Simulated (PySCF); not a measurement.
**TDDFT excited states: Cl2H2Zr**

Species: ZrH2Cl2 (singlet state).
Z-matrix (Å and degrees, PBE0-D3(BJ)/def2-SVP geometry), rows numbered from 1:
```
Zr
H   1  1.8340
H   1  1.8337  2  109.85
Cl  1  2.3172  2  108.38  3  -116.93
Cl  1  2.3166  2  107.62  3   117.55
```

Computed, not measured: PySCF, TDDFT wB97X-D/def2-SVPD, vertical, gas phase, core orbitals frozen in the response, def2 core potentials past Kr. Spin–orbit coupling is left out.

| state | λ (nm) | E (eV) | f | \|μ\| (D) | symmetry | main configurations (H = HOMO, L = LUMO) |
| --- | --- | --- | --- | --- | --- | --- |
| S1 | 298.6 | 4.15 | 0.0000 | 0.02 | – | H→L (97%) |
| S2 | 265.8 | 4.66 | 0.0032 | 0.43 | B1 or B2 | H→L+1 (97%) |
| S3 | 257.0 | 4.82 | 0.021 | 1.06 | A1 | H-1→L (97%) |
| S4 | 250.1 | 4.96 | 0.0000 | 0.05 | – | H-1→L+1 (96%) |
| S5 | 238.1 | 5.21 | 0.0000 | 0.01 | – | H→L+2 (95%) |
| S6 | 225.0 | 5.51 | 0.020 | 0.98 | B1 or B2 | H-1→L+2 (97%) |
| S7 | 211.8 | 5.85 | 0.0051 | 0.48 | B1 or B2 | H→L+3 (90%) |
| S8 | 205.8 | 6.02 | 0.0038 | 0.41 | B1 or B2 | H-2→L+1 (69%), H-2→L (21%) |
| S9 | 205.4 | 6.04 | 0.011 | 0.68 | B1 or B2 | H-2→L (67%), H-2→L+1 (21%) |
| S10 | 201.3 | 6.16 | 0.0015 | 0.26 | – | H-1→L+3 (47%), H→L+4 (46%) |

Triplets, Tamm–Dancoff:

| state | E (eV) | λ (nm) | main configurations (H = HOMO, L = LUMO) |
| --- | --- | --- | --- |
| T1 | 3.83 | 324.0 | H→L (96%) |
| T2 | 4.21 | 294.5 | H→L+1 (93%) |
| T3 | 4.27 | 290.4 | H-1→L (97%) |
| T4 | 4.52 | 274.0 | H-1→L+1 (69%), H→L+2 (29%) |

The lowest singlet comes at 299 nm (401 kJ/mol) in the ultraviolet; it is dark (f under 0.0005); its leading configuration is HOMO→LUMO (97%). The largest oscillator strength of a single state is 0.021. For S1 the Löwdin share of zirconium is 48% in HOMO and 82% in LUMO. Of the 10 states listed, 3 reach f = 0.01 and 3 stay under 0.0005. The listed states span 2.01 eV, and the widest gap between neighbours is 0.51 eV (S1 to S2). No computed singlet lies in the visible range (380 to 750 nm); the lowest, at 299 nm, stands 0.89 eV above its violet end (3.26 eV). The vertical ionisation energy (ΔSCF) is 11.23 eV, 5.07 eV above S10. Symmetry labels in C2v follow from the direction of the transition dipole and are given only for states with f of 0.002 or more; B1 and B2 swap with the choice of axes. Only the lowest 10 singlets were computed, as vertical energies without vibronic structure.
